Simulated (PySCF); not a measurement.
Computed Raman spectrum (relative Raman activity) of a molecule C2H6F2Si. Coordinates come from a ωB97X-D3(BJ)/def2-SVP optimisation. Other conformers were not sampled. Calculation: ωB97X-D3(BJ)/def2-SVP run with PySCF 2.14.0. Frequencies are harmonic and unscaled.

Lines under 2 % of the strongest are left out, and lines within 2 cm⁻¹ are merged.

ν (cm⁻¹): 590 (w), 717 (w), 760 (w), 874 (w), 909 (w), 946 (vw), 964 (w), 1013 (vw), 1112 (vw), 1299 (vw), 1349 (w), 1407 (vw), 1463 (w), 1488 (w), 2275 (vs), 2295 (s), 3066 (s), 3077 (vs), 3163 (m), 3170 (s) (against the strongest line: vs over 80 %, s over 45 %, m over 15 %, w over 4 %, vw less)

**Question.** Identify the compound among the candidates.
A) FC[SiH2]CF
B) FC(F)C[SiH3]
C) C[C@@H](F)[SiH2]F
D) C[Si@H](F)CF

**Answer.** C, C[C@@H](F)[SiH2]F
